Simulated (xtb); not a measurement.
A run for xtb: GFN-FF on FH3SSi (SMILES F[SiH2]S), a point of a torsion scan.

```
$ xtb mol.xyz --gfnff --sp --chrg 0 --uhf 0
6

F     -1.21597519     1.33400824    -0.31001514
Si    -0.53134645    -0.07290765     0.05571650
S      1.47935914     0.36257809     0.64433152
H     -1.22607511    -0.60280107     1.20488835
H     -0.56513344    -0.83063507    -1.17778708
H      1.61376857     1.43561991    -0.12205998
```

Output:

```
[...]
           -------------------------------------------------
          |                Calculation Setup                |
           -------------------------------------------------



          ==================== Thresholds ====================
          CN  :   150.00000
          rep :   500.00000
          disp:  2500.00000
          HB1 :   250.00000
          HB2 :   450.00000

          Pauling EN used:
          Z : 1  EN :  2.20
          Z : 9  EN :  3.98
          Z :14  EN :  1.90
          Z :16  EN :  2.58
          electric field strengths (au): 0.000

           -------------------------------------------------
          |           Force Field Initialization            |
           -------------------------------------------------

          distances ...
          ----------------------------------------
          generating topology and atomic info file ...
          pair mat ...
          computing topology distances matrix with Floyd-Warshall algo ...
          making topology EEQ charges ...
          #fragments for EEQ constrain: 1
          ----------------------------------------
          generating topology and atomic info file ...
          pair mat ...
          computing topology distances matrix with Floyd-Warshall algo ...
          making topology EEQ charges ...
          #fragments for EEQ constrain: 1
          rings ...
          # BATM   6
          # H in HB   3

  atom   neighbors  erfCN metchar sp-hybrid imet pi  qest     coordinates
    1  F       1    0.98   0.00         0    0    0  -0.316   -2.297860    2.520910   -0.585844
    2  Si      4    3.47   0.02         3    0    0   0.282   -1.004099   -0.137775    0.105289
    3  S       2    1.91   0.00         3    0    0  -0.110    2.795584    0.685173    1.217610
    4  H       1    0.96   0.01         0    0    0   0.025   -2.316946   -1.139129    2.276909
    5  H       1    0.96   0.01         0    0    0   0.025   -1.067947   -1.569673   -2.225695
    6  H       1    0.98   0.00         0    0    0   0.095    3.049581    2.712928   -0.230660

          #atoms :   6
          #bonds :   5
          #angl  :   7
          #tors  :   3
          #nmol  :   1
          #optfrag :   1
           -------------------------------------------------
          |                   G F N - F F                   |
          |          A general generic force-field          |
          |                  Version 1.0.3                  |
           -------------------------------------------------
          Number of HB bonds (bound hydrogen)     48
          Number of HB bonds (unbound hydrogen)   6
          Number of XB bonds                      0

 E+G (total)                   0 d,  0 h,  0 min,  0.000 sec
 distance/D3 list               ...        0 min,  0.000 sec (  0.793%)
 non bonded repulsion           ...        0 min,  0.000 sec ( 13.727%)
 dCN                            ...        0 min,  0.000 sec (  2.982%)
 EEQ energy and q               ...        0 min,  0.000 sec ( 13.462%)
 D3                             ...        0 min,  0.000 sec ( 10.452%)
 EEQ gradient                   ...        0 min,  0.000 sec (  6.517%)
 bonds                          ...        0 min,  0.000 sec (  9.358%)
 bend and torsion               ...        0 min,  0.000 sec ( 10.674%)
 bonded ATM                     ...        0 min,  0.000 sec (  3.007%)
 HB/XB (incl list setup)        ...        0 min,  0.000 sec ( 23.430%)

         :::::::::::::::::::::::::::::::::::::::::::::::::::::
         ::                     SUMMARY                     ::
         :::::::::::::::::::::::::::::::::::::::::::::::::::::
Note: The following floating-point exceptions are signalling: IEEE_UNDERFLOW_FLAG IEEE_DENORMAL
normal termination of xtb
         :: total energy              -0.510000656435 Eh    ::
         :: gradient norm              0.027102734022 Eh/a0 ::
         ::.................................................::
         :: bond energy               -0.516067828271 Eh    ::
         :: angle energy               0.015897677645 Eh    ::
         :: torsion energy             0.000109766511 Eh    ::
         :: repulsion energy           0.026833726586 Eh    ::
         :: electrostat energy        -0.034560313846 Eh    ::
         :: dispersion energy         -0.002160431910 Eh    ::
         :: HB energy                 -0.000000005953 Eh    ::
         :: XB energy                  0.000000000000 Eh    ::
         :: bonded atm energy         -0.000053247199 Eh    ::
         :: external energy            0.000000000000 Eh    ::
         :: add. restraining           0.000000000000 Eh    ::
         :: total charge               0.000000000000 e     ::
         :::::::::::::::::::::::::::::::::::::::::::::::::::::

           -------------------------------------------------
          |                Property Printout                |
           -------------------------------------------------

molecular dipole:
                 x           y           z       tot (Debye)
 q only:        0.290      -0.706       0.008       1.941

           -------------------------------------------------
          | TOTAL ENERGY               -0.510000656435 Eh   |
          | GRADIENT NORM               0.027102734022 Eh/α |
           -------------------------------------------------
########################################################################
[WARNING] Runtime exception occurred
-1- gfnff_setup: Could not read topology file.
########################################################################

------------------------------------------------------------------------
------------------------------------------------------------------------
 total:
 SCF:
```

The run finished.

Cost: around 0.020 core-seconds (rough).
